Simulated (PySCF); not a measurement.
Species: CH₄F₂OSi.
Z-matrix (Å and degrees, GFN2-xTB geometry), rows numbered from 1:
```
O 
Si  1  1.6111
C   2  1.9408  1  108.47
F   3  1.3699  2  109.42  1   -56.05
F   3  1.3641  2  111.05  1    59.94
H   1  0.9556  2  123.85  3    28.96
H   2  1.4596  1  112.14  3  -115.37
H   2  1.4516  1  106.23  3   115.93
H   3  1.0968  2  116.71  1  -177.30
```

PySCF, density fitting, gas phase, GFN2-xTB geometry. The standard run uses grid level 2 after a coarse-grid start, the def2-universal JK fitting basis (with tight functions added where the orbital basis needs them), an energy threshold of 1e-9 Eh and DIIS. The changed runs have no coarse-grid stage.

**Question.** Standard PBE0/pcSseg-1: E = -604.459539 Eh, HOMO -8.389 eV, LUMO 0.207 eV, dipole 1.338 D, 13 cycles (coarse-grid cycles included). What changes at PBE0/pcSseg-1 with: energy threshold 1e-07 Eh?

**Answer.** E = -604.459539 Eh (0.000 mEh), HOMO -8.389 eV (0.000), LUMO 0.207 eV (0.000), dipole 1.337 D (-0.001), 8 SCF cycles. The result matches the standard run within 0.02 mEh and 0.003 eV; such settings steer the iterations and don't enter the energy expression.

The cycles:
```
cycle   1  E = -604.3161107059  dE =  5.393e-01  |g| = 9.281e-01  |ddm| = 2.564e+00
cycle   2  E = -604.0928678283  dE =  2.232e-01  |g| = 1.465e+00  |ddm| = 1.584e+00
cycle   3  E = -604.4586577571  dE = -3.658e-01  |g| = 6.513e-02  |ddm| = 1.122e+00
cycle   4  E = -604.4592957614  dE = -6.380e-04  |g| = 4.038e-02  |ddm| = 7.754e-02
cycle   5  E = -604.4595255687  dE = -2.298e-04  |g| = 8.960e-03  |ddm| = 2.630e-02
cycle   6  E = -604.4595380891  dE = -1.252e-05  |g| = 1.628e-03  |ddm| = 5.973e-03
cycle   7  E = -604.4595385971  dE = -5.079e-07  |g| = 4.349e-04  |ddm| = 1.525e-03
cycle   8  E = -604.4595386353  dE = -3.828e-08  |g| = 9.982e-05  |ddm| = 4.044e-04
```
